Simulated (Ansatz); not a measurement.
Redistribution: C4H7Cl + C2H5Br → C3H5Cl + C3H7Br

Gas-phase species: C4H7Cl (cis-1-chloro-1-butene) `CC/C=C\Cl`, singlet; C2H5Br (bromoethane) `CCBr`, singlet; C3H5Cl `C/C=C/Cl`, singlet; C3H7Br (1-bromopropane) `CCCBr`, singlet. The partners trade CH3 for H; both sit on C, so the bond types are kept.

Shapes, held fixed at every level: PBE0-D4/def2-TZVP. Flexible molecules stand in one conformer, not always the lowest. Programs: Ansatz 0.2.0. Electronic energies: no zero-point or thermal term.

(1) Estimate ΔE of this reaction.

## Answers

(1) The highest level, CCSD(T)/def2-TZVPP, gives ΔE = 0.0 kJ/mol; the levels span -0.1 to +1.0. That is about zero within the method's error. They disagree on the sign: 6 of 7 are positive. The column of differences is taken from that level and isn't an error. No measured value is set beside it here. Relativity is left out for Br. Outer-core shells of Br are correlated, in sets that cover them unevenly.

```
               level                    kind  ΔE (kJ/mol)  less CCSD(T)/def2-TZVPP
r2SCAN-D4/def2-TZVPP                meta-GGA         +0.4                     +0.4
 B3LYP-D4/def2-TZVPP           global hybrid         +1.0                     +1.0
  PBE0-D4/def2-TZVPP           global hybrid         +0.5                     +0.5
  wB97X-V/def2-TZVPP  range-separated hybrid          0.0                      0.0
   B2PLYP/def2-TZVPP           double hybrid         +0.7                     +0.7
     CCSD/def2-TZVPP   coupled cluster or CI         -0.1                     -0.1
  CCSD(T)/def2-TZVPP   coupled cluster or CI          0.0                      0.0
```
